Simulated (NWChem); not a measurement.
C₃H₄O; SMILES C1COC=1

```xyz
8

C     -0.1442    -1.0504     0.0000
C      0.9407    -0.2390     0.0000
O      0.2996     0.9896     0.0000
C     -0.9600     0.2217     0.0000
H     -0.3528    -2.1238     0.0000
H      2.0402    -0.2953     0.0000
H     -1.5515     0.4540    -0.9107
H     -1.5515     0.4540     0.9107
```
Atoms are numbered in this order, from 1.

Results from NWChem. The geometry was optimised at PBE-D3(BJ)/def2-SVP. B3LYP is NWChem's, with the RPA form of VWN correlation. Total energies compare along this basis series because the functional is fixed.

```json
[
 {"level": "B3LYP/def2-SVP", "basis functions": "76", "energy (Ha)": "-191.7239", "highest occupied level (eV)": "-6.23", "orbital gap (eV)": "6.60", "dipole (D)": "1.26"},
 {"level": "B3LYP/def2-SVPD", "basis functions": "115", "energy (Ha)": "-191.7381", "highest occupied level (eV)": "-6.47", "orbital gap (eV)": "6.50", "dipole (D)": "1.40"},
 {"level": "B3LYP/def2-TZVP", "basis functions": "148", "energy (Ha)": "-191.9444", "highest occupied level (eV)": "-6.40", "orbital gap (eV)": "6.50", "dipole (D)": "1.29"},
 {"level": "B3LYP/def2-TZVPP", "basis functions": "180", "energy (Ha)": "-191.9459", "highest occupied level (eV)": "-6.40", "orbital gap (eV)": "6.50", "dipole (D)": "1.28"}
]
```
